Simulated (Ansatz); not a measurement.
Reaction (formal exchange of groups at a C–S bond): `BSCN` + `F/C=N/[SiH3]` → `NC/C(F)=N/[SiH3]` + `BS`

Calculated with Ansatz (gas phase, PBE0-D4/def2-TZVP geometries, no zero-point term in ΔE). CCSD(T)/CBS adds triple-zeta CCSD(T) − MP2 to the extrapolated MP2 energy (def2 sets, frozen cores). This one scheme is used for every species. Double bonds are as drawn, so ΔE can hold a change between cis and trans. DFT in def2-TZVPP. B3LYP here is the variant with VWN-RPA as its local correlation; programs differ in this. One conformer a species, not always the lowest.

Is it downhill or uphill in electronic energy at CCSD(T)/CBS, and by how much? (An estimate is asked.)

Ansatz gave: Downhill: ΔE = -9.4 kcal/mol.

What do these levels give: r2SCAN-D4, B3LYP-D4, B2PLYP, HF/def2-TZVPP, SCS-MP2/def2-QZVPP, HF/CBS(def2)? (Estimate.)

Ansatz gave: r2SCAN-D4 -10.5, B3LYP-D4 -9.6, B2PLYP -9.6, HF/def2-TZVPP -11.0, SCS-MP2/def2-QZVPP -8.9, HF/CBS(def2) -10.7 kcal/mol.

Largest T1 diagnostic among the species: 0.015.

From PBE to PBE0 (25 % exact exchange), in def2-TZVPP and without D4, ΔE moves by −0.8 kcal/mol. In def2-TZVPP, CCSD(T) changes the Hartree–Fock value by +0.9 kcal/mol (the triples alone add +0.3 kcal/mol) and MP2 by +1.6 kcal/mol.
